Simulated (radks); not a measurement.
The oxygen anion O-, [He] 2s2 2p5, held by a Watson sphere: a shell of charge +1 at radius R that stands for the Madelung well of a crystal (potential energy -1/R inside, -1/r outside, in hartree with lengths in bohr). Method: non-relativistic Kohn-Sham, r2SCAN, spin-polarised, spherical densities, point nucleus; open shells are filled with parallel spins first; meta-GGA in the generalised Kohn-Sham scheme; computed with a radial shooting solver on a logarithmic mesh with Libxc functionals.

| R (bohr) | e(2s down) (eV) | e(2p up) (eV) | e(2p down) (eV) | <r> 2p (bohr) | sum of <r^2> (bohr^2) | X-ray form factor at sin(theta)/lambda = 0.3 1/angstrom |
|---|---|---|---|---|---|---|
| 1.68 | -23.914 | -9.925 | -8.150 | 1.378 | 15.28 | 4.193 |
| 1.8 | -23.516 | -9.598 | -7.836 | 1.397 | 15.63 | 4.167 |
| 1.87 | -23.291 | -9.411 | -7.655 | 1.407 | 15.83 | 4.154 |
| 2.31 | -22.020 | -8.310 | -6.578 | 1.466 | 16.95 | 4.105 |
| 2.83 | -20.810 | -7.207 | -5.476 | 1.523 | 18.03 | 4.084 |
| 2.94 | -20.589 | -7.001 | -5.268 | 1.534 | 18.23 | 4.082 |
| 3.61 | -19.449 | -5.925 | -4.173 | 1.592 | 19.28 | 4.077 |
| 3.83 | -19.140 | -5.630 | -3.871 | 1.609 | 19.58 | 4.076 |
| 3.92 | -19.021 | -5.517 | -3.754 | 1.616 | 19.70 | 4.076 |
